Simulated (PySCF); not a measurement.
```xyz
4

Ge     0.0021    -0.0011     0.3523
H     -0.8456    -1.1972    -0.1162
H     -0.6153     1.3309    -0.1094
H      1.4589    -0.1326    -0.1266
```

Charge 0, multiplicity 2.

Task: Give the Mulliken and meta-Löwdin atomic charges from ωB97X-D3(BJ)/def2-TZVP // PBE0-D3(BJ)/def2-TZVP in PySCF.

Result: 
```tsv
atom	Mulliken (e)	meta-Löwdin (e)
Ge1	-0.04	0.15
H2	0.01	-0.05
H3	0.01	-0.05
H4	0.01	-0.05
```
